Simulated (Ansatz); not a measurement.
```yaml
crystal:
  periodic: [false, false, false]
  atoms:
    - {symbol: P, position_ang: [-0.128152, 2.232317, 1.117523]}
    - {symbol: B, position_ang: [-0.029741, 0.666923, 0.041624]}
    - {symbol: C, position_ang: [0.044032, -0.835403, 0.550351]}
    - {symbol: Si, position_ang: [0.563448, -1.361433, -1.160666]}
    - {symbol: S, position_ang: [0.232280, 0.686503, -1.755024]}
    - {symbol: H, position_ang: [-1.195312, 1.826780, 1.956171]}
    - {symbol: H, position_ang: [-0.892557, 3.058476, 0.259447]}
    - {symbol: H, position_ang: [0.723002, -1.023040, 1.383974]}
    - {symbol: H, position_ang: [-0.946101, -1.207817, 0.831040]}
    - {symbol: H, position_ang: [-0.290925, -2.337678, -1.887740]}
    - {symbol: H, position_ang: [1.985427, -1.762728, -1.316201]}
basis:
  gaussian: {orbitals: STO-3G}
magnetization: {spin_polarized: true, initial_magnetization: 2}
hamiltonian: {xc: {name: B97M-V}}
output: {forces: true}
```

```sh
$ ansatz run in.yaml --threads 4 --pin off --events-out ev --progress --plain --max-ram 10444MiB
```

Output, abridged:

```
Functional definition: B97M-V
514 factors; integrals over basis functions are off by at most 8.2e-5 eV
mean field evaluation 1: about -29467.1439 eV, gradient 1.9e1 eV
mean field evaluation 2: about -29462.8536 eV, gradient 2.6e1 eV
mean field evaluation 4: about -29468.3731 eV, gradient 1.0e1 eV
mean field evaluation 8: about -29469.9676 eV, gradient 5.9e-1 eV
mean field evaluation 16: about -29469.9034 eV, gradient 5.6e-4 eV
mean field -29469.90340034 eV, -1082.9989745444 hartree, gradient 6.9e-5 eV, S^2 2.004157; 6 other end points of the search recorded, 0 dependent functions left out
reference -29469.90343926 eV, -1082.9989759746 hartree; 32, 30 occupied and 11, 13 virtual orbitals, 514 factors
Total energy: -29469.90343926 eV, -1082.9989759746 hartree
Atom 0 at    -0.128152     2.232317     1.117523 Å, force    -0.445589    -0.894058    -0.678754 eV/Å
Atom 1 at    -0.029741     0.666923     0.041624 Å, force     0.480899     0.250835     2.204182 eV/Å
Atom 2 at     0.044032    -0.835403     0.550351 Å, force    -0.243855     0.859955     0.172940 eV/Å
Atom 3 at     0.563448    -1.361433    -1.160666 Å, force    -0.233403    -0.894893    -0.292136 eV/Å
Atom 4 at     0.232280     0.686503    -1.755024 Å, force     0.675124     0.061220    -2.481593 eV/Å
Atom 5 at    -1.195312     1.826780     1.956171 Å, force    -0.095947     0.415825     0.330729 eV/Å
Atom 6 at    -0.892557     3.058476     0.259447 Å, force    -0.128311     0.320720     0.190482 eV/Å
Atom 7 at     0.723002    -1.023040     1.383974 Å, force     0.221873    -0.512697     0.011403 eV/Å
Atom 8 at    -0.946101    -1.207817     0.831040 Å, force    -0.046366    -0.507296     0.245827 eV/Å
Atom 9 at    -0.290925    -2.337678    -1.887740 Å, force     0.542268     0.519685     0.278339 eV/Å
Atom 10 at     1.985427    -1.762728    -1.316201 Å, force    -0.726693     0.380703     0.018582 eV/Å
Dipole moment:     0.060682     0.032682    -0.076928 e Å
```

Run time 6 s (4 threads of an Intel Xeon Platinum 8375C on a shared host); peak host memory 0.33 GiB.
